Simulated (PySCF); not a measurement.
H2O3P, doublet, at a GFN2-xTB geometry, with bond 5-3 at 1.3 times its length; CAMB3LYP/6-31G* in PySCF.

The PySCF input:
```python
from pyscf import gto, scf, dft

mol = gto.M(
    atom='''
O     1.42718126   -0.12789258    0.47029264
P     0.19930597    0.02167538   -0.31483825
O    -0.89924470   -1.16220642    0.03202880
O    -0.64801295    1.33248530    0.10149129
H    -0.37156292   -2.27856275    0.18799800
H    -1.53564298    1.35672076   -0.25993306
''',
    basis='6-31g*',
    spin=1,
    verbose=4,
)

mf = dft.UKS(mol)
mf.xc = 'camb3lyp'
mf.level_shift = 0.3
mf.max_cycle = 100
mf.kernel()
```

Q: Write the output that PySCF gives for this input, abridged.

A: 
```
PySCF version 2.14.0

[INPUT] verbose = 4
[INPUT] num. atoms = 6
[INPUT] num. electrons = 41
[INPUT] charge = 0
[INPUT] spin (= nelec alpha-beta = 2S) = 1
[INPUT] symmetry False subgroup None
[INPUT] Mole.unit = angstrom
[INPUT] Symbol           X                Y                Z      unit          X                Y                Z       unit  Magmom
[INPUT]  1 O      1.427181260000  -0.127892580000   0.470292640000 AA    2.696981711512  -0.241681949564   0.888724287999 Bohr   0.0
[INPUT]  2 P      0.199305970000   0.021675380000  -0.314838250000 AA    0.376633698291   0.040960531846  -0.594958066037 Bohr   0.0
[INPUT]  3 O     -0.899244700000  -1.162206420000   0.032028800000 AA   -1.699326201967  -2.196251834011   0.060525660098 Bohr   0.0
[INPUT]  4 O     -0.648012950000   1.332485300000   0.101491290000 AA   -1.224567000671   2.518032282009   0.191790742129 Bohr   0.0
[INPUT]  5 H     -0.371562920000  -2.278562750000   0.187998000000 AA   -0.702152156844  -4.305859555136   0.355264731966 Bohr   0.0
[INPUT]  6 H     -1.535642980000   1.356720760000  -0.259933060000 AA   -2.901944657311   2.563830663912  -0.491202294120 Bohr   0.0

nuclear repulsion = 181.307942715935
number of shells = 30
number of NR pGTOs = 140
number of NR cGTOs = 64
basis = 6-31g*
ecp = {}

******** <class 'pyscf.dft.uks.UKS'> ********
method = UKS
initial guess = minao
damping factor = 0
level_shift factor = 0.3
DIIS = <class 'pyscf.scf.diis.CDIIS'>
diis_start_cycle = 1
diis_space = 8
diis_damp = 0
SCF conv_tol = 1e-09
SCF conv_tol_grad = None
SCF max_cycles = 100
direct_scf = True
direct_scf_tol = 1e-13
number electrons alpha = 21  beta = 20
XC library pyscf.dft.libxc version 7.1.2
    S. Lehtola, C. Steigemann, M. J. T. Oliveira, and M. A. L. Marques,  SoftwareX 7, 1–5 (2018)
XC functionals = camb3lyp
    T. Yanai, D. P. Tew, and N. C. Handy,  Chem. Phys. Lett. 393, 51 (2004)
radial grids:
    Treutler-Ahlrichs [JCP 102, 346 (1995); DOI:10.1063/1.469408] (M4) radial grids

becke partition: Becke, JCP 88, 2547 (1988); DOI:10.1063/1.454033
pruning grids: <function nwchem_prune>
grids dens level: 3
symmetrized grids: False
atomic radii adjust function: <function treutler_atomic_radii_adjust>
small_rho_cutoff = 0
Set gradient conv threshold to 3.16228e-05
tot grids = 81048
init E= -568.56041691276

cycle= 1 E= -567.842123588745  delta_E= 0.718  |g|= 0.762  |ddm|= 1.89
cycle= 2 E= -567.957539542854  delta_E= -0.115  |g|= 0.63  |ddm|= 0.974
cycle= 3 E= -568.090360408439  delta_E= -0.133  |g|= 0.136  |ddm|= 0.31
cycle= 4 E= -568.097696640095  delta_E= -0.00734  |g|= 0.0389  |ddm|= 0.0859
cycle= 5 E= -568.098532026895  delta_E= -0.000835  |g|= 0.01  |ddm|= 0.0375
cycle= 6 E= -568.098675121493  delta_E= -0.000143  |g|= 0.00513  |ddm|= 0.0186
cycle= 7 E= -568.098736351125  delta_E= -6.12e-05  |g|= 0.00345  |ddm|= 0.0124
cycle= 8 E= -568.098767145418  delta_E= -3.08e-05  |g|= 0.00255  |ddm|= 0.0088
cycle= 9 E= -568.098786595196  delta_E= -1.94e-05  |g|= 0.00154  |ddm|= 0.00773
cycle= 10 E= -568.098796319999  delta_E= -9.72e-06  |g|= 0.000949  |ddm|= 0.00593
cycle= 11 E= -568.098800400064  delta_E= -4.08e-06  |g|= 0.00064  |ddm|= 0.00393
cycle= 12 E= -568.09880217589  delta_E= -1.78e-06  |g|= 0.000451  |ddm|= 0.00282
cycle= 13 E= -568.098802822438  delta_E= -6.47e-07  |g|= 0.000279  |ddm|= 0.00177
cycle= 14 E= -568.098803018537  delta_E= -1.96e-07  |g|= 0.000161  |ddm|= 0.000942
cycle= 15 E= -568.09880307974  delta_E= -6.12e-08  |g|= 8.57e-05  |ddm|= 0.000531
cycle= 16 E= -568.09880309702  delta_E= -1.73e-08  |g|= 5.21e-05  |ddm|= 0.000284
cycle= 17 E= -568.098803102173  delta_E= -5.15e-09  |g|= 2.83e-05  |ddm|= 0.000151
cycle= 18 E= -568.098803103624  delta_E= -1.45e-09  |g|= 1.28e-05  |ddm|= 7.87e-05
cycle= 19 E= -568.098803104014  delta_E= -3.91e-10  |g|= 8.4e-06  |ddm|= 4.08e-05
Extra cycle  E= -568.098803104109  delta_E= -9.48e-11  |g|= 1.26e-05  |ddm|= 2.79e-05
converged SCF energy = -568.098803104109  <S^2> = 0.75522969  2S+1 = 2.0052229
```
